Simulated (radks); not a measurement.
Species: the phosphorus ion P3+. Configuration: [Ne] 3p(up 1, down 1) 3s(up 0, down 0) (spins set by hand, not the high-spin state).

All-electron calculation, scalar-relativistic Kohn-Sham, PBE, spin-polarised, spherical densities, finite nucleus; Fermi nuclear charge, rms radius 3.1889 fm. Program: a radial shooting solver on a logarithmic mesh with Libxc functionals.

Energy parts (hartree):
total: -338.99102
kinetic: 340.12701
electron-nucleus: -791.32403
Hartree: 134.14756
exchange-correlation: -21.94157

Orbitals (lengths in bohr, moments of r in powers of bohr; <r^-3> diverges for s and p1/2; r(max) is where P^2 peaks):
| orbital | occ. | eigenvalue (hartree) | r(max) | <r^-3> | <r^2> |
|---|---|---|---|---|---|
| 1s | 2 | -78.14306 | 0.06763 | - | 0.01444 |
| 2s | 2 | -7.89443 | 0.4184 | - | 0.3197 |
| 2p | 6 | -6.07849 | 0.3535 | 63.88 | 0.2918 |
| 3s | 0 | -1.71854 | 1.470 | - | 3.151 |
| 3p | 2 | -1.33903 | 1.598 | 6.656 | 3.848 |

The highest occupied level is 3p at -36.437 eV. The configuration is held as typed, so some empty levels lie below it. Summed over all electrons, <r^2> = 10.11 bohr^2, which gives a Langevin (diamagnetic) susceptibility term of -8.01 x 10^-6 cm^3/mol. The density falls to 0.001 e/bohr^3 at r = 3.30 bohr.
